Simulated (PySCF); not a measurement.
Zr(Cl)2(OH) (Cl2HOZr), SMILES [Cl][Zr]([Cl])[OH] (connectivity only; charge and spin as stated), neutral, multiplicity 2.

Geometry optimised at B3LYP-D3(BJ)/def2-SVP. The spin state was assumed, not searched. The isomer is the one that the SMILES or the coordinates give; other isomers of the formula were not compared. The def2 effective core potentials stand for the cores of Zr; spin–orbit coupling is left out. One conformer was computed; it need not be the lowest.

Method: CAM-B3LYP/def2-TZVPD run with PySCF.

Gas-phase values at a fixed geometry.

### Question
Estimate the frontier levels, dipole moment and polarisability. (The exact figures need the calculation; the answer reports its results.)

### Answer

```yaml
"α spin, highest occupied and lowest empty level": -7.08 and -0.97 eV
"β spin, highest occupied and lowest empty level": -10.58 and -1.41 eV
dipole_moment: 3.02 D
quadrupole, principal values (traceless, Buckingham form, about the centre of nuclear charge): -11.59, 2.34, 9.25 D·Å
mean_static_polarisability: 77.1 bohr³ (11.43 Å³)
polarisability_principal_values: 71.8, 75.4, 84.2 bohr³
"⟨S²⟩": 0.752 (pure state 0.75)
```
